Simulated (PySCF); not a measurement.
**3-bromoanisole, C7H7BrO**

Geometry:
```json
{"atom": "C1", "x (Å)": "2.860", "y (Å)": "0.003", "z (Å)": "-0.247"}
{"atom": "O2", "x (Å)": "2.046", "y (Å)": "-1.085", "z (Å)": "-0.586"}
{"atom": "C3", "x (Å)": "0.712", "y (Å)": "-0.967", "z (Å)": "-0.455"}
{"atom": "C4", "x (Å)": "-0.051", "y (Å)": "-2.089", "z (Å)": "-0.810"}
{"atom": "C5", "x (Å)": "-1.433", "y (Å)": "-2.048", "z (Å)": "-0.704"}
{"atom": "C6", "x (Å)": "-2.089", "y (Å)": "-0.902", "z (Å)": "-0.247"}
{"atom": "C7", "x (Å)": "-1.318", "y (Å)": "0.201", "z (Å)": "0.100"}
{"atom": "Br8", "x (Å)": "-2.169", "y (Å)": "1.769", "z (Å)": "0.722"}
{"atom": "C9", "x (Å)": "0.075", "y (Å)": "0.191", "z (Å)": "0.005"}
{"atom": "H10", "x (Å)": "3.895", "y (Å)": "-0.311", "z (Å)": "-0.430"}
{"atom": "H11", "x (Å)": "2.753", "y (Å)": "0.280", "z (Å)": "0.816"}
{"atom": "H12", "x (Å)": "2.641", "y (Å)": "0.888", "z (Å)": "-0.870"}
{"atom": "H13", "x (Å)": "0.472", "y (Å)": "-2.978", "z (Å)": "-1.165"}
{"atom": "H14", "x (Å)": "-2.021", "y (Å)": "-2.926", "z (Å)": "-0.982"}
{"atom": "H15", "x (Å)": "-3.176", "y (Å)": "-0.867", "z (Å)": "-0.163"}
{"atom": "H16", "x (Å)": "0.637", "y (Å)": "1.080", "z (Å)": "0.288"}
```

Level of theory: quadratic response CAM-B3LYP/aug-cc-pVDZ first hyperpolarisability, Taylor convention, gas phase in PySCF 2.14.0. Geometry: PBE0-D3(BJ)/def2-SVP.

The calculation is non-relativistic, which matters for the atoms heavier than Zn.

**Question.** Give the tensor of the static β(0;0,0) in the axes of these coordinates.

**Answer.** In au, Taylor convention; rows are the first index (the induced dipole):
```tsv
	xx	yy	zz	xy	xz	yz
x	+251.0	-41.5	+12.6	-4.5	-15.4	-24.2
y	-4.5	+19.2	-11.9	-41.5	-24.2	+30.3
z	-15.4	+30.3	-28.5	-24.2	+12.6	-11.9
```
Norm of βᵢ = ⅓ Σⱼ (βᵢⱼⱼ + βⱼᵢⱼ + βⱼⱼᵢ): 222.5 au, hyper-Rayleigh value 105.5 au.
